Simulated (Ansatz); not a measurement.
`F[SiH](Cl)[GeH2][Cl]` + `N[SiH](Cl)Cl` → `[Cl][GeH2][NH][SiH](Cl)Cl` + `F[SiH2]Cl`  (cleavage of the Ge–Si bond)

Isolated molecules relaxed with PBE0-D4/def2-TZVP in Ansatz; ΔE leaves out vibrations. CCSD(T)/CBS adds triple-zeta CCSD(T) − MP2 to the extrapolated MP2 energy (def2 sets, frozen cores). This one scheme is used for every species. Functionals use def2-TZVPP. B3LYP here is the variant with VWN-RPA as its local correlation; programs differ in this. For Ge outer-core shells are correlated without core-valence functions, which leaves a few kJ/mol of doubt a bond. Scalar relativity is left out up to krypton. Each species was taken in one conformer, which may not be the lowest.

Problem. Is it downhill or uphill in electronic energy at CCSD(T)/CBS, and by how much? (An estimate is asked.)

Solution. Computed: Downhill: ΔE = -22.3 kJ/mol.

Problem. What do these levels give: PBE0-D4, ωB97X-V, ωB97M-V, PBE, r2SCAN, B3LYP, MP2/def2-TZVPP, SCS-MP2/def2-TZVPP, CCSD/def2-TZVPP, CCSD(T)/def2-TZVPP, MP2/def2-QZVPP, SCS-MP2/def2-QZVPP? (An estimate is asked.)

Solution. The calculation gave: PBE0-D4 -7.5, ωB97X-V -19.0, ωB97M-V -18.9, PBE 1.5, r2SCAN -11.0, B3LYP -10.2, MP2/def2-TZVPP -32.7, SCS-MP2/def2-TZVPP -34.1, CCSD/def2-TZVPP -27.0, CCSD(T)/def2-TZVPP -27.1, MP2/def2-QZVPP -30.1, SCS-MP2/def2-QZVPP -31.8 kJ/mol.

Largest T1 diagnostic among the species: 0.011.

From PBE to PBE0 (25 % exact exchange), in def2-TZVPP and without D4, ΔE moves by −6.4 kJ/mol. The D4 term adds −4.3 kJ/mol with B3LYP and −2.5 kJ/mol with PBE0; it sums over pairs of atoms, weighted by their polarisabilities, and B3LYP, whose exchange is more repulsive, gets the larger term.
